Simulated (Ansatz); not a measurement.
Species: difluoroborinic acid, sum formula HBOF2, net charge 0, singlet state. 
Structure (B3LYP-D3(BJ)/def2-TZVP (Ansatz, an electronic-structure program) minimum search):
SMILES: OB(F)F
```xyz
5

B     -0.0138    -0.0173    -0.0022
F     -0.3836     1.2557     0.1315
F     -0.9587    -0.9338    -0.1214
O      1.2809    -0.3932    -0.0192
H      1.9030     0.3355     0.0731
```
Charge 0, spin multiplicity 1.

Parts of the frozen-core correlation energy in aug-cc-pVDZ (Ansatz, hartree). Frozen orbitals: 4; correlated occupied orbitals by spin: 12 and 12; virtual: 85 and 85. No spin-orbit coupling. No relativistic terms.

| term | value |
|---|---|
| reference (HF) | -299.22964 |
| MP2 opposite-spin | (withheld) |
| MP2 same-spin | (withheld) |
| CCSD correlation | (withheld) |
| (T) | -0.01713 |
| T1 diagnostic | 0.014 |
| largest doubles amplitude | 0.032 |

Some entries are withheld; supply them.


- MP2 opposite-spin, value: -0.49452
- MP2 same-spin, value: -0.18706
- CCSD correlation, value: -0.69054
